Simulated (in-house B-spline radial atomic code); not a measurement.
## Ionising In9+ with different functionals

Computed with a B-spline radial code for spherical atoms: four-component Dirac-Coulomb Hamiltonian, Fermi nucleus of rms radius 4.6156 fm, spin-restricted, spherical fractional occupations for the functionals, and exact exchange of hybrids averaged over the configuration. The ionisation energy is the difference of two self-consistent energies, [Kr] 4d4 → [Kr] 4d3, without Breit or QED terms; ε is the level of the shell that loses the electron (mean over j). The electron is taken from both j subshells in proportion to 2j + 1, so the result is a j average, not the step between ground levels.

```tsv
method	rung	ΔSCF (eV)	-ε(4d) (eV)
B3LYP	global hybrid	?	?
PBE0	global hybrid	177.85	169.59
BHandHLYP	global hybrid	?	?
HSE06	range-separated hybrid	177.80	169.11
```

Question: What does BHandHLYP give?

Answer: ΔSCF 177.65 eV, and -ε(4d) = 172.45 eV.

Question: What does B3LYP give?

Answer: ΔSCF 177.83 eV, and -ε(4d) = 168.94 eV.

Question: Among the functionals, which spreads more, the ΔSCF values or the orbital energies?

Answer: The orbital energies: ΔSCF values span about 0.21 eV and the orbital energies 3.51 eV; here energy differences depend much less on the functional than eigenvalues do.

Question: How do they compare with the NIST value?

Answer: NIST lists 178 eV ± 2.2 (tabulated theory, ground level to ground level). Errors run from -0.35 to -0.15 eV; all lie within about twice that uncertainty, so the table can't rank the methods.
